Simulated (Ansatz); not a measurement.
A run for Ansatz (an electronic-structure program): R-B3LYP-D3(BJ)/def2-TZVP on CH6BN (SMILES CBN).

Ansatz 0.2 input:
```yaml
crystal:
  periodic: [false, false, false]
  atoms:
    - {symbol: C, position_ang: [1.13388220, -0.28591241, -0.08859499]}
    - {symbol: B, position_ang: [-0.21992073, 0.52226375, -0.24137462]}
    - {symbol: N, position_ang: [-1.39064206, 0.02218665, 0.29441903]}
    - {symbol: H, position_ang: [1.02454755, -1.20865216, 0.47758436]}
    - {symbol: H, position_ang: [1.54182523, -0.54619153, -1.06383479]}
    - {symbol: H, position_ang: [1.89374497, 0.31581085, 0.40670699]}
    - {symbol: H, position_ang: [-0.25957892, 1.54891616, -0.80954814]}
    - {symbol: H, position_ang: [-2.28307588, 0.48242755, 0.23085784]}
    - {symbol: H, position_ang: [-1.44078235, -0.85084886, 0.79378431]}
basis:
  gaussian:
    orbitals: def2-TZVP
hamiltonian:
  xc: b3lyp
  dispersion: d3bj
relax: {f_tol: 0.003, max_steps: 120}
scf: {lower_state_search: off}
```

Program output:

```
WARN ansatz: RAYON_NUM_THREADS=1 ignored (pool sized by the plan → 1); use --threads N
Functional definition: B3LYP
these checks for a lower state are left out or cut short: stability, starts, cluster_reference, orbital_swaps, neighbouring_geometries, increment
integrals: 0.03 GiB planned
768 factors; their error is unknown
mean field: 0.39 GiB planned
mean field evaluation 1: about -3292.6345 eV, gradient 7.5e1 eV
mean field evaluation 2: about -3282.0419 eV, gradient 9.7e1 eV
mean field evaluation 4: about -3304.1067 eV, gradient 6.6e0 eV
mean field evaluation 8: about -3304.2048 eV, gradient 1.7e-2 eV
mean field evaluation 16: about -3304.1963 eV, gradient 4.0e-3 eV
mean field -3304.19628750 eV, -121.4269739011 hartree, gradient 4.8e-6 eV, S^2 0.000000; 0 other end points of the search recorded, 0 dependent functions left out
the calculation of the forces begins
reference -3304.19652856 eV, -121.4269827598 hartree; 12, 12 occupied and 117, 117 virtual orbitals, 768 factors
relax step   1: F+E_penalty+E_count = -3304.39971482 eV  Δ(F+E_penalty+E_count) = +0.000e0 eV  max|allowed force component| = 7.003e-1 eV/Å  Δτ_max = 0.0000 Å  (16 SCF iters, accepted)
these checks for a lower state are left out or cut short: stability, starts, cluster_reference, orbital_swaps, neighbouring_geometries, increment
integrals: 0.03 GiB planned
768 factors; their error is unknown
mean field: 0.39 GiB planned
mean field -3304.21057068 eV, -121.4274987982 hartree, gradient 1.6e-6 eV, S^2 0.000000; 0 other end points of the search recorded, 0 dependent functions left out
the calculation of the forces begins
reference -3304.21081233 eV, -121.4275076787 hartree; 12, 12 occupied and 117, 117 virtual orbitals, 768 factors
relax step   2: F+E_penalty+E_count = -3304.41340742 eV  Δ(F+E_penalty+E_count) = -1.369e-2 eV  max|allowed force component| = 3.060e-1 eV/Å  Δτ_max = 0.0207 Å  (20 SCF iters, accepted)
these checks for a lower state are left out or cut short: stability, starts, cluster_reference, orbital_swaps, neighbouring_geometries, increment
integrals: 0.03 GiB planned
768 factors; their error is unknown
mean field: 0.39 GiB planned
mean field evaluation 32: about -3304.2134 eV, gradient 3.9e-3 eV
mean field -3304.21342983 eV, -121.4276038699 hartree, gradient 1.5e-6 eV, S^2 0.000000; 0 other end points of the search recorded, 0 dependent functions left out
the calculation of the forces begins
reference -3304.21367175 eV, -121.4276127603 hartree; 12, 12 occupied and 117, 117 virtual orbitals, 768 factors
relax step   3: F+E_penalty+E_count = -3304.41601686 eV  Δ(F+E_penalty+E_count) = -2.609e-3 eV  max|allowed force component| = 4.499e-2 eV/Å  Δτ_max = 0.0160 Å  (20 SCF iters, accepted)
these checks for a lower state are left out or cut short: stability, starts, cluster_reference, orbital_swaps, neighbouring_geometries, increment
integrals: 0.03 GiB planned
768 factors; their error is unknown
mean field: 0.39 GiB planned
mean field -3304.21362931 eV, -121.4276112007 hartree, gradient 1.5e-6 eV, S^2 0.000000; 0 other end points of the search recorded, 0 dependent functions left out
the calculation of the forces begins
reference -3304.21387126 eV, -121.4276200924 hartree; 12, 12 occupied and 117, 117 virtual orbitals, 768 factors
relax step   4: F+E_penalty+E_count = -3304.41620893 eV  Δ(F+E_penalty+E_count) = -1.921e-4 eV  max|allowed force component| = 1.018e-2 eV/Å  Δτ_max = 0.0051 Å  (21 SCF iters, accepted)
these checks for a lower state are left out or cut short: stability, starts, cluster_reference, orbital_swaps, neighbouring_geometries, increment
integrals: 0.03 GiB planned
768 factors; their error is unknown
mean field: 0.39 GiB planned
mean field -3304.21366774 eV, -121.4276126129 hartree, gradient 1.5e-6 eV, S^2 0.000000; 0 other end points of the search recorded, 0 dependent functions left out
the calculation of the forces begins
reference -3304.21390970 eV, -121.4276215049 hartree; 12, 12 occupied and 117, 117 virtual orbitals, 768 factors
relax step   5: F+E_penalty+E_count = -3304.41622003 eV  Δ(F+E_penalty+E_count) = -1.111e-5 eV  max|allowed force component| = 3.916e-3 eV/Å  Δτ_max = 0.0039 Å  (21 SCF iters, accepted)
these checks for a lower state are left out or cut short: stability, starts, cluster_reference, orbital_swaps, neighbouring_geometries, increment
integrals: 0.03 GiB planned
768 factors; their error is unknown
mean field: 0.39 GiB planned
mean field -3304.21368912 eV, -121.4276133987 hartree, gradient 1.5e-6 eV, S^2 0.000000; 0 other end points of the search recorded, 0 dependent functions left out
the calculation of the forces begins
reference -3304.21393109 eV, -121.4276222908 hartree; 12, 12 occupied and 117, 117 virtual orbitals, 768 factors
relax step   6: F+E_penalty+E_count = -3304.41622723 eV  Δ(F+E_penalty+E_count) = -7.199e-6 eV  max|allowed force component| = 3.509e-3 eV/Å  Δτ_max = 0.0024 Å  (21 SCF iters, accepted)
these checks for a lower state are left out or cut short: stability, starts, cluster_reference, orbital_swaps, neighbouring_geometries, increment
integrals: 0.03 GiB planned
768 factors; their error is unknown
mean field: 0.39 GiB planned
mean field -3304.21368326 eV, -121.4276131832 hartree, gradient 1.5e-6 eV, S^2 0.000000; 0 other end points of the search recorded, 0 dependent functions left out
the calculation of the forces begins
reference -3304.21392522 eV, -121.4276220752 hartree; 12, 12 occupied and 117, 117 virtual orbitals, 768 factors
relax step   7: F+E_penalty+E_count = -3304.41622908 eV  Δ(F+E_penalty+E_count) = -1.852e-6 eV  max|allowed force component| = 1.787e-4 eV/Å  Δτ_max = 0.0014 Å  (21 SCF iters, accepted)
Total energy: -3304.41647105 eV, -121.4350654971 hartree
Atom 0 at     1.138393    -0.291074    -0.088575 Å, force    -0.000144    -0.000041    -0.000064 eV/Å
Atom 1 at    -0.213258     0.496177    -0.234678 Å, force     0.000082     0.000179    -0.000164 eV/Å
Atom 2 at    -1.407171     0.018952     0.303749 Å, force    -0.000116    -0.000033     0.000172 eV/Å
Atom 3 at     1.052529    -1.229026     0.466887 Å, force    -0.000012    -0.000020    -0.000138 eV/Å
Atom 4 at     1.555972    -0.521334    -1.074189 Å, force     0.000128     0.000072     0.000041 eV/Å
Atom 5 at     1.890496     0.327938     0.411349 Å, force    -0.000022    -0.000027     0.000134 eV/Å
Atom 6 at    -0.258585     1.540587    -0.819297 Å, force     0.000060    -0.000093    -0.000080 eV/Å
Atom 7 at    -2.283713     0.505958     0.222171 Å, force    -0.000031     0.000035    -0.000034 eV/Å
Atom 8 at    -1.474664    -0.848178     0.812584 Å, force     0.000054    -0.000072     0.000133 eV/Å
Dipole moment:    -0.249589    -0.151686     0.142031 e Å
Checks for a lower state left out: stability, starts, cluster_reference, orbital_swaps, neighbouring_geometries, increment
```

The calculation finished and met its thresholds.

Cost: roughly 11 core-seconds.
